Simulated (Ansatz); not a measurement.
Relaxation of FH5O2W (9 atoms, charge 0, multiplicity 1), to a largest force component of 0.03 eV/Å in at most 50 steps.

The calculation used RKS r2SCANh/def2-SVP in Ansatz.

```xyz
9
Properties=species:S:1:pos:R:3:forces:R:3
W -0.052 0.028 0.297 0.69 -0.34 0.20
O 0.757 -0.125 2.039 -0.25 -0.06 -0.41
H 0.275 0.446 2.660 0.01 0.00 0.13
H 1.307 -0.975 0.079 -0.33 0.35 0.18
F -0.297 1.885 0.097 0.02 0.13 -0.09
O -1.842 -0.636 0.212 0.04 0.01 0.03
H -2.428 -0.028 0.692 -0.13 -0.03 0.09
H -0.044 -1.215 -0.812 -0.04 -0.03 -0.10
H 0.856 0.341 -1.083 -0.03 -0.02 -0.02
```

**Question.** Where does it end, and by what steps?

**Answer.** The run converged. After 4 steps the energy has fallen by 0.036 eV; H7 moved furthest, 0.13 Å.

| step | energy less start (eV) | largest force component (eV/Å) | accepted |
| --- | --- | --- | --- |
| 0 | 0.0000 | 0.688 | yes |
| 1 | -0.0175 | 0.369 | yes |
| 2 | -0.0337 | 0.138 | yes |
| 3 | -0.0322 | 0.394 | no |
| 4 | -0.0360 | 0.026 | yes |

```xyz
9
Properties=species:S:1:pos:R:3
W -0.046 0.065 0.273
O 0.703 -0.140 2.021
H 0.227 0.400 2.674
H 1.290 -0.925 0.116
F -0.217 1.927 0.011
O -1.829 -0.626 0.229
H -2.422 -0.106 0.799
H -0.056 -1.183 -0.837
H 0.881 0.311 -1.105
```

Whether the end is a true minimum wasn't checked by a vibrational analysis.

The run took 29 s on 2 threads of Arm Neoverse V1 (shared host), peak memory 0.24 GiB.
